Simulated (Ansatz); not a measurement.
C$_{3}$H$_{6}$B$_{2}$, SMILES `BC(B)=C=C`, relaxed with RKS PBE0-D4/def2-TZVP in Ansatz 0.2.0 from a PBE-D4/def2-SVP geometry. The force threshold is 0.005 eV/Å; the program also tests the step.

Charge 0, multiplicity 1.

Start:

```xyz
11

B     0.982   -0.383   -1.475
C     0.433    0.088   -0.095
B     1.262    0.851    0.980
C    -0.852   -0.182    0.188
C    -2.105   -0.441    0.464
H     2.139   -0.151   -1.773
H     0.261   -0.977   -2.255
H     0.753    1.170    2.038
H     2.426    1.130    0.757
H    -2.904    0.273    0.203
H    -2.395   -1.378    0.969
```

Task: By how much does the energy fall, and how many steps does the optimiser take? (Estimate.)

Result: Computed: 5.52 kJ/mol, in 4 steps, 1 of them rejected.

Task: Which bonds change most? (Estimate.)

Result: Computed: B3–H9 from 1.217 to 1.196 Å; B3–H8 from 1.217 to 1.196 Å; B1–H6 from 1.217 to 1.196 Å; B1–H7 from 1.217 to 1.196 Å.

Task: Give the relaxed structure. (Estimate.)

Result: Computed: 
```xyz
11

B     0.967   -0.379   -1.463
C     0.426    0.089   -0.094
B     1.247    0.845    0.975
C    -0.841   -0.177    0.186
C    -2.078   -0.436    0.459
H     2.104   -0.157   -1.758
H     0.254   -0.962   -2.227
H     0.743    1.165    2.011
H     2.394    1.109    0.761
H    -2.862    0.265    0.197
H    -2.355   -1.360    0.954
```
